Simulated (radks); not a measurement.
Q: Species: C+. Configuration: [He] 2s2 2p1. Calculated with a radial shooting solver on a logarithmic mesh with Libxc functionals: scalar-relativistic Kohn-Sham, AM05, spin-unpolarised, spherical densities, finite nucleus; Fermi nuclear charge, rms radius 2.4702 fm. Some entries of the table are withheld. Estimate them.

| orbital | occ. | eigenvalue (eV) | <1/r> (bohr^-1) |
|---|---|---|---|
| 1s | 2 | (1) | (2) |
| 2s | 2 | (3) | 0.9812 |
| 2p | 1 | -16.8858 | 0.8744 |

A: 
(1) 1s eigenvalue (eV): -286.1159
(2) 1s <1/r> (bohr^-1): 5.623
(3) 2s eigenvalue (eV): -25.5723
